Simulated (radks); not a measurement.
Pt, 78 electrons, occupied as [Xe] 4f14 5d9 6s1.

Calculated with a radial shooting solver on a logarithmic mesh with Libxc functionals: scalar-relativistic Kohn-Sham, r2SCAN, spin-polarised, spherical densities, finite nucleus; open shells are filled with parallel spins first (spin-orbit coupling, left out, can overturn this in heavy ions); meta-GGA in the generalised Kohn-Sham scheme; Fermi nuclear charge, rms radius 5.427 fm.

Energy parts (Ry):
part                       energy
total                 -36823.5555
kinetic                41050.4470
electron-nucleus      -91493.5652
Hartree                14329.1254
exchange-correlation    -709.5626

Orbitals (lengths in bohr, moments of r in powers of bohr; r(max) is where P^2 peaks; r(90%) holds 90 % of the orbital's charge):
| orbital | occ. | eigenvalue (Ry) | <r> | r(90%) | r(max) | <r^2> |
|---|---|---|---|---|---|---|
| 1s up | 1 | -5769.393 | 0.01715 | 0.0313 | 0.01062 | 0.0004063 |
| 1s down | 1 | -5769.392 | 0.01715 | 0.0313 | 0.01062 | 0.0004063 |
| 2s up | 1 | -1015.594 | 0.07235 | 0.112 | 0.06120 | 0.006201 |
| 2s down | 1 | -1015.587 | 0.07235 | 0.112 | 0.06120 | 0.006201 |
| 2p up | 3 | -880.1042 | 0.06523 | 0.106 | 0.05059 | 0.005203 |
| 2p down | 3 | -880.0990 | 0.06523 | 0.106 | 0.05059 | 0.005203 |
| 3s up | 1 | -239.3427 | 0.1869 | 0.274 | 0.1724 | 0.03997 |
| 3s down | 1 | -239.3413 | 0.1869 | 0.274 | 0.1724 | 0.03997 |
| 3p up | 3 | -199.7068 | 0.1880 | 0.281 | 0.1716 | 0.04101 |
| 3p down | 3 | -199.7048 | 0.1880 | 0.281 | 0.1716 | 0.04101 |
| 3d up | 5 | -156.6059 | 0.1705 | 0.264 | 0.1400 | 0.03403 |
| 3d down | 5 | -156.6016 | 0.1705 | 0.264 | 0.1400 | 0.03403 |
| 4s up | 1 | -51.88989 | 0.4150 | 0.595 | 0.3899 | 0.1943 |
| 4s down | 1 | -51.88307 | 0.4151 | 0.595 | 0.3899 | 0.1943 |
| 4p up | 3 | -38.83462 | 0.4416 | 0.640 | 0.4098 | 0.2216 |
| 4p down | 3 | -38.82832 | 0.4416 | 0.640 | 0.4099 | 0.2216 |
| 4d up | 5 | -22.88740 | 0.4681 | 0.698 | 0.4182 | 0.2533 |
| 4d down | 5 | -22.87984 | 0.4681 | 0.698 | 0.4182 | 0.2532 |
| 5s up | 1 | -7.64594 | 0.9570 | 1.37 | 0.8704 | 1.029 |
| 5s down | 1 | -7.60645 | 0.9555 | 1.37 | 0.8699 | 1.025 |
| 4f up | 7 | -5.20355 | 0.5163 | 0.833 | 0.3861 | 0.3251 |
| 4f down | 7 | -5.19302 | 0.5159 | 0.832 | 0.3861 | 0.3243 |
| 5p up | 3 | -4.24610 | 1.109 | 1.62 | 0.9786 | 1.395 |
| 5p down | 3 | -4.19561 | 1.105 | 1.61 | 0.9774 | 1.383 |
| 5d up | 5 | -0.49589 | 1.697 | 2.71 | 1.263 | 3.502 |
| 6s up | 1 | -0.47080 | 2.855 | 4.27 | 2.371 | 9.341 |
| 5d down | 4 | -0.41190 | 1.678 | 2.68 | 1.254 | 3.431 |
| 6s down | 0 | -0.34197 | 2.978 | 4.53 | 2.392 | 10.29 |

The highest occupied level is 5d down at -5.604 eV. Spin moment in Bohr magnetons: 2. The density falls to 0.001 e/bohr^3 at r = 4.32 bohr. The electron density at the nucleus is 2.116e+06 e/bohr^3 (large components only). The spin density at the nucleus is 120.3 e/bohr^3 (1s 0.6, 2s -0.6, 3s 0.4, 4s 1.4, 5s -5.0, 6s 123.5).
